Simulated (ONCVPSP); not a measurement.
## Ag (Z = 47): ONCV pseudisation with PBE, fully relativistic reference atom.

ONCVPSP 4.0.1 input, shortened (lines: element, Z, core and valence counts, functional; n l f; lmax; l rc ep ncon nbas qcut; lloc lpopt rc5 dvloc0; l nproj debl; icmod fcfact rcfact), PBE, fully relativistic:

```
  Ag 47.00    6    5        4      upf
    1    0    2.00
    2    0    2.00
    2    1    6.00
    3    0    2.00
    3    1    6.00
    3    2   10.00
    4    0    2.00
    4    1    6.00
    4    2   10.00
    5    0    0.50
    5    1    0.50
    2
    0    1.30    0.00    4    7    9.50
    1    1.85    0.00    5    9    6.00
    2    1.10    0.00    4    7    8.20
    4    1    1.00    0.00
    0    2    1.40
    1    2    3.90
    2    3    3.80
    1    0.25    0.00
```

Open shells are filled in proportion to 2j + 1.

All-electron outer shells of the reference configuration (PBE, scalar-relativistic, ld1.x):

```tsv
shell	level (eV)	outermost node (bohr)	outermost maximum (bohr)
3p	-558.54	0.15	0.32
3d	-359.52	–	0.27
4s	-96.14	0.44	0.82
4p	-59.66	0.44	0.88
4d	-8.51	0.43	1.04
5s	-5.15	1.11	2.46
5p	-1.27	1.25	3.67
```

What the tests gave:

```json
{
  "Cutoffs needed": "35 Ha and 110 Ha (the cutoffs (Ha) at which the residual kinetic energy of the hardest occupied pseudo-wave falls to 1 and 0.1 mHa per electron)",
  "Ghost test": "ghosts flagged at negative energy: d5/2 at -3925.6 eV, d3/2 at -5768.6 eV; GHOST(+) flagged for s at 381.2 eV; a true bound ghost makes a file unfit for plane-wave use",
  "Configuration tests": "1 of 4 tests not solved or not reliable",
  "rms error of d²Exc/dni dnj": "5.10 mHa without and 3.44 mHa with the model core"
}
```

Generation and tests took about 8.6 s on one core of a shared server CPU.
